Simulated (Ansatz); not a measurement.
The same atomization along the group F, Cl, Br.

Computed with Ansatz on PBE0-D4/def2-TZVP structures; ΔE is electronic, products minus reactants. CBS: MP2 limit from def2 TZ/QZ plus the TZ coupled-cluster correction, frozen cores. This one scheme is used for every species, atoms too. Functionals use def2-TZVPP. Open shells (•) are unrestricted, without spin–orbit coupling. Spin–orbit coupling would lower the free atoms: a little for C, Cl, F, O, Si; clearly for Br. For Br outer-core shells are correlated without core-valence functions, so the limit isn't a true one: a few kJ/mol of doubt a bond, and 10 to 20 or more in all where bonds break to atoms. Scalar relativity is left out up to krypton. Each species was taken in one conformer, which may not be the lowest.

| reaction | CCSD(T)/CBS(def2) (kJ/mol) |
| --- | --- |
| `O=C[SiH2]F` → C• + F• + 3 H• + O• + Si• | ? |
| `O=C[SiH2]Cl` → C• + Cl• + 3 H• + O• + Si• | 2491 |
| `O=C[SiH2]Br` → C• + Br• + 3 H• + O• + Si• | 2441 |

Task: Fill in the missing values. (Estimate.)

Result: Computed: `O=C[SiH2]F` → C• + F• + 3 H• + O• + Si•: +2668.3 kJ/mol.

Largest T1 diagnostic: 0.014, for `O=C[SiH2]F`.

For atomizations the MP2-based limit and the directly extrapolated one differ by several kJ/mol either way, and by 10 to 25 for some Ge, Se and Sn compounds, so smaller differences from it don't rank the levels.
